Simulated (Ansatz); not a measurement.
`[CH3][Ga]([CH3])[F]` and `[CH3][In]([CH3])[F]` differ in one element.

Ansatz, PBE0-D4/def2-TZVP geometries, multiplicity 1. 

Elements past krypton have def2 core potentials. Scalar relativity is left out up to krypton.

| property | `[CH3][Ga]([CH3])[F]` |
| --- | --- |
| LUMO energy (PBE0/def2-TZVPP) / eV | -0.57 |
| HOMO energy (PBE0/def2-TZVPP) / eV | -8.01 |
| HOMO–LUMO gap (PBE0/def2-TZVPP) / eV | 7.44 |
| HOMO energy (B3LYP/def2-TZVPP) / eV | -7.78 |
| HOMO energy (ωB97M-V/def2-TZVPP) / eV | -10.21 |
| HOMO–LUMO gap (ωB97M-V/def2-TZVPP) / eV | 11.30 |

Problem. Give the same properties after the change, and the shifts. (An estimate is asked.)

Solution. Ansatz gave: 
```tsv
property	`[CH3][In]([CH3])[F]`	shift
LUMO energy (PBE0/def2-TZVPP) / eV	-1.00	-0.43
HOMO energy (PBE0/def2-TZVPP) / eV	-7.75	0.26
HOMO–LUMO gap (PBE0/def2-TZVPP) / eV	6.75	-0.69
HOMO energy (B3LYP/def2-TZVPP) / eV	-7.52	0.26
HOMO energy (ωB97M-V/def2-TZVPP) / eV	-9.90	0.31
HOMO–LUMO gap (ωB97M-V/def2-TZVPP) / eV	10.26	-1.04
```

With PBE0 the HOMO rises by 0.26 eV and the LUMO falls by 0.43 eV, so the gap narrows by about 0.69 eV. PBE moves the HOMO by 0.21 eV and ωB97M-V by 0.31 eV.

B3LYP here is the variant with VWN-RPA as its local correlation; programs differ in this.
